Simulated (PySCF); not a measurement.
**Telling isomers of C₇H₁₀N₂ apart by NMR**

Equivalent nuclei averaged, no relativistic terms, a single conformation, no solvent. Coordinates at the GFN2-xTB level; NMR shieldings at PBE0/pcSseg-1/GIAO; PySCF 2.14.

Chemical shifts δ = σref − σ; TMS for 1H, 13C, all at this level. Where no couplings were computed, multiplicities follow the n + 1 count of equivalent neighbours, and m marks all less simple cases (inequivalent or close neighbours, rings, F or P nearby). Shifts are as computed. Against solution values, carbons near 30 ppm lie about +3 ppm off and those near 130 ppm about +5 ppm. Of 1211 compounds with measured shifts, 218 miss one by over three times the rms of a fit or turn the order of signals round; such compounds aren't used in these exercises. OH and NH positions are gas-phase values without hydrogen bonding to other molecules.

(1) Tabulate the signals of `NCc1cccc(N)c1`, `C=Cc1ccnn1CC`, `Cc1[nH]ncc1C1CC1` and their relative energies.

(2) What is the quickest way to tell NCc1cccc(N)c1 from C=Cc1ccnn1CC?

(3) What is the quickest way to tell NCc1cccc(N)c1 from Cc1[nH]ncc1C1CC1?

(4) What is the quickest way to tell C=Cc1ccnn1CC from Cc1[nH]ncc1C1CC1?

Results:

(1) 
```tsv
SMILES	carbon types	δC	δH	E rel. (kcal/mol)
NCc1cccc(N)c1	2×C 4×CH 1×CH2	154.8, 153.1, 136.2, 120.2, 114.9, 114.8, 54.7	7.40 (m, 1H), 6.68 (d, 1H), 6.59 (d, 1H), 6.53 (s, 1H), 3.67 (s, 2H), 3.41 (br s, 2H), 0.70 (br s, 2H)	0.0
C=Cc1ccnn1CC	1×C 3×CH 2×CH2 1×CH3	143.6, 141.9, 130.4, 119.9, 108.9, 47.2, 19.2	7.50 (m, 1H), 6.77 (m, 1H), 6.77 (m, 1H), 6.08 (m, 1H), 5.55 (m, 1H), 4.32 (q, 2H), 1.30 (t, 3H)	24.1
Cc1[nH]ncc1C1CC1	2×C 2×CH 2×CH2 1×CH3	141.0, 140.1, 124.9, 12.1, 8.3, 7.4	9.13 (br s, 1H), 7.19 (s, 1H), 2.45 (s, 3H), 1.65 (m, 1H), 0.75 (m, 2H), 0.46 (m, 2H)	25.8
```

Energies are electronic energies at PBE0/pcSseg-1 on these geometries, without zero-point or thermal terms, each for the one conformer computed, which needn't be the lowest.

(2) Both give the same number of carbon signals, but DEPT or the intensities differ. The first has a substituted aromatic carbon (C) at 154.8 ppm, the second a terminal =CH2 carbon at 119.9 ppm. Their most deshielded carbons lie at 154.8 and 143.6 ppm.

(3) Count the carbon signals: 7 against 6. The first has an sp3 CH2 bonded to N, on an aromatic ring at 54.7 ppm, the second a methyl carbon on an aromatic ring (CH3) at 12.1 ppm. Their most deshielded carbons lie at 154.8 and 141.0 ppm.

(4) Count the carbon signals: 7 against 6. The first has a terminal =CH2 carbon at 119.9 ppm, the second a three-membered-ring carbon (CH) at 8.3 ppm. Their most deshielded carbons lie at 143.6 and 141.0 ppm.
